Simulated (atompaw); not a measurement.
# Cutoff test, Sm (Z = 62), PAW (atompaw)

atompaw 4.2.0.5 input, output lines left out:

```
Sm 62
LDA-PW scalarrelativistic loggrid 2001 logderivrange -4 5 226
6 6 5 4 0 0
6 0 1.5
6 1 0
5 2 0.5
4 3 6
0 0 0
c
c
c
c
c
v
c
c
c
v
v
c
c
v
v
3
3.00 2.65 2.35 1.75
y
3.1
n
n
y
3.9
n
y
1.75
n
custom polynom vanderbiltortho sinc
bessel
3.00
3.00
1.90
3.00
3.00
3.00
1.30
1.30
```

The pseudo-atom Hamiltonian at the reference potential is diagonalised in spherical Bessel functions j_l(qr) that vanish at 20 bohr, with q² up to the cutoff. All-electron valence levels (Ry): 6s -0.2589, 5p -1.6705, 6p -0.0857, 5d -0.1103, 4f -0.1532.

Q: How do the lowest levels (Ry) of each channel move with the cutoff, and are there ghosts?

A:

| cutoff (Ry) | s #1 | s #2 | p #1 | p #2 | d #1 | f #1 | f #2 | Σ f·Δε (mRy) |
| --- | --- | --- | --- | --- | --- | --- | --- | --- |
| 8 | -4.2905 | -0.2587 | -1.5165 | -0.0856 | -0.1083 | 0.0908 | 0.1991 | 2388.9 |
| 21 | -4.3878 | -0.2589 | -1.6702 | -0.0857 | -0.1103 | 0.0908 | 0.1989 | 1465.7 |
| 45 | -4.3887 | -0.2589 | -1.6705 | -0.0857 | -0.1103 | 0.0423 | 0.0919 | 1172.9 |
| 70 | -4.3887 | -0.2589 | -1.6705 | -0.0857 | -0.1103 | -0.1460 | 0.0910 | 42.7 |
| 120 | -4.3887 | -0.2589 | -1.6705 | -0.0857 | -0.1103 | -0.1525 | 0.0910 | 3.8 |
| 230 | -4.3887 | -0.2589 | -1.6705 | -0.0857 | -0.1103 | -0.1531 | 0.0910 | 0.3 |
| 400 | -4.3887 | -0.2589 | -1.6705 | -0.0857 | -0.1103 | -0.1532 | 0.0910 | 0.0 |

Result: ghost state, extra bound levels that the all-electron valence spectrum of the same l lacks: s at -59.7 eV (a true bound ghost makes a file unfit for plane-wave use); 10 mRy is reached at 110 Ry and 1 mRy at 180 Ry.
